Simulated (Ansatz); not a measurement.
```yaml
crystal:
  periodic: [false, false, false]
  atoms:
    - {symbol: Hg, position_ang: [0.000020, 0.000013, -0.000025]}
    - {symbol: I, position_ang: [-0.017092, -0.021395, 2.602141]}
    - {symbol: I, position_ang: [0.017082, 0.021393, -2.602116]}
basis:
  gaussian: {orbitals: def2-mTZVP}
hamiltonian: {xc: {name: wB97X-V}}
scf: {lower_state_search: full}
output: {forces: true}
```

```sh
$ ansatz run in.yaml --threads 2 --pin off --events-out ev --progress --plain --max-ram 4352MiB
```

It prints (some lines left out):

```
Functional definition: wB97X-V
1073 factors; integrals over basis functions are off by at most 2.0e-4 eV
250 factors; integrals over basis functions are off by at most 4.9e-5 eV
mean field evaluation 1: about -20373.1575 eV, gradient 2.1e1 eV
mean field evaluation 2: about -20373.2228 eV, gradient 2.1e1 eV
mean field evaluation 4: about -20374.6443 eV, gradient 1.4e0 eV
mean field evaluation 8: about -20374.6539 eV, gradient 2.4e-2 eV
mean field evaluation 16: about -20374.6539 eV, gradient 5.6e-5 eV
mean field evaluation 32: about -20374.6539 eV, gradient 1.2e-4 eV
mean field -20374.65391542 eV, -748.7547209552 hartree, gradient 5.6e-5 eV, S^2 0.000000; 2 other end points of the search recorded, 0 dependent functions left out
reference -20374.65391379 eV, -748.7547208953 hartree; 35, 35 occupied and 73, 73 virtual orbitals, 1073 factors
Total energy: -20374.65391379 eV, -748.7547208953 hartree
Atom 0 at     0.000020     0.000013    -0.000025 Å, force    -0.000034    -0.000023     0.000846 eV/Å
Atom 1 at    -0.017092    -0.021395     2.602141 Å, force     0.001047     0.001300    -0.157200 eV/Å
Atom 2 at     0.017082     0.021393    -2.602116 Å, force    -0.001012    -0.001278     0.156354 eV/Å
Dipole moment:     0.000008     0.000005    -0.000068 e Å
```

Run time 21 s (2 threads of Intel Xeon Platinum 8259CL on a shared host).

In the def2 sets Hg, I take a core potential; there is no spin–orbit coupling.
